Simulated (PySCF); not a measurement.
## `O[SiH2]/C(F)=C\[SiH2]O[SiH3]`: 4 charge schemes on one density

C2H9FO2Si3.
Atom-mapped SMILES: `[OH:1][SiH2:2]/[C:3]([F:4])=[CH:5]\[SiH2:6][O:7][SiH3:8]` (hydrogens: H9 on O1; H10, H11 on Si2; H12 on C5; H13, H14 on Si6; H15, H16, H17 on Si8)

Structure used (GFN2-xTB), in Å, numbered top down from 1:
```xyz
17
C2H9FO2Si3 angstrom
O      0.7188    0.9355   -1.6238
Si     1.9495    0.7552   -0.5940
C      1.7973   -0.8359    0.4389
F      2.9882   -1.1750    1.0235
C      0.7674   -1.6420    0.6804
Si    -0.9891   -1.4834    0.0478
O     -1.4548    0.0838   -0.0169
Si    -2.0557    1.4179    0.6983
H     -0.1781    0.7793   -1.3248
H      2.0444    1.8614    0.3650
H      3.1095    0.6300   -1.4656
H      0.9646   -2.5095    1.3027
H     -1.1584   -1.9204   -1.3375
H     -1.8866   -2.1696    0.9780
H     -3.0479    1.0181    1.6927
H     -2.6468    2.1519   -0.4171
H     -0.9293    2.1147    1.3158
```

Density: PBE0/pcSseg-1 (PySCF); schemes: Mulliken, IAO, Hirshfeld and ESP-fitted. The structure is a single GFN2-xTB conformer in the gas phase; no vibrational or solvent corrections.

**Question.** Tabulate the Mulliken, IAO, Hirshfeld and ESP-fitted charges.

**Answer.** In e; atoms taken as equivalent share a row and are averaged (×n: the atom named and its like, n in all):

| atom | environment | Mulliken | IAO | Hirshfeld | ESP-fitted |
| --- | --- | --- | --- | --- | --- |
| O1 | silanol oxygen | -0.553 | -0.791 | -0.303 | -0.612 |
| Si2 | oxygen-bound silicon | +0.841 | +1.009 | +0.396 | +0.619 |
| C3 | vinylic C–F carbon | +0.004 | +0.027 | +0.004 | +0.071 |
| F4 | vinyl fluorine | -0.291 | -0.278 | -0.094 | -0.179 |
| C5 | alkene CH carbon | -0.485 | -0.517 | -0.181 | -0.432 |
| Si6 | oxygen-bound silicon | +0.895 | +1.001 | +0.409 | +0.573 |
| O7 | siloxane oxygen | -0.796 | -0.885 | -0.281 | -0.423 |
| Si8 | oxygen-bound silicon | +0.702 | +0.871 | +0.401 | +0.570 |
| H9 | hydroxyl hydrogen | +0.274 | +0.354 | +0.129 | +0.358 |
| H10/H11 | Si–H hydrogen | -0.111 | -0.140 | -0.076 | -0.105 |
| H12 | vinylic hydrogen | +0.143 | +0.175 | +0.048 | +0.206 |
| H13/H14 | Si–H hydrogen | -0.103 | -0.138 | -0.077 | -0.107 |
| H15/H16/H17 | Si–H hydrogen | -0.102 | -0.137 | -0.074 | -0.109 |

Mean size of the charges over all atoms: IAO 0.404 e, Mulliken 0.336 e, ESP-fitted 0.282 e, Hirshfeld 0.163 e. Each set sums to the total charge, 0, to within 0.001 e. The ESP scheme fits charges at the nuclei, held to the total charge, to the electrostatic potential on points at 1.4 to 2.0 times the van der Waals radii.

Some averages cover members that differ in this geometry: H10/H11, ESP-fitted -0.123 to -0.088; H10/H11, IAO -0.153 to -0.126 e.

Lowest charge. The schemes don't all agree: Mulliken O7 (-0.796); IAO O7 (-0.885); Hirshfeld O1 (-0.303); ESP-fitted O1 (-0.612).

Highest charge. The schemes don't all agree: Mulliken Si6 (+0.895); IAO Si2 (+1.009); Hirshfeld Si6 (+0.409); ESP-fitted Si2 (+0.619).

**Question.** How closely do the schemes follow one another over all atoms?

**Answer.** Correlation coefficient and root-mean-square difference: Mulliken with IAO 1.00, 0.094 e; IAO with Hirshfeld 0.99, 0.325 e; Mulliken with Hirshfeld 0.98, 0.245 e; IAO with ESP-fitted 0.98, 0.203 e; Hirshfeld with ESP-fitted 0.98, 0.150 e; Mulliken with ESP-fitted 0.97, 0.142 e.

**Question.** Sum the charges by element, for elements with more than one atom.

**Answer.** 
```
element  atoms  Mulliken     IAO  Hirshfeld  ESP-fitted
      O      2    -1.349  -1.676     -0.584      -1.035
     Si      3    +2.438  +2.881     +1.207      +1.762
      C      2    -0.481  -0.490     -0.177      -0.361
      H      9    -0.317  -0.438     -0.351      -0.187
```

These values come from a run that also computed NMR shieldings. The run took 47 s of wall time (grids of density and orbitals included) on Arm Neoverse V1, one thread, shared host, and the process peaked at 0.92 GiB of memory.
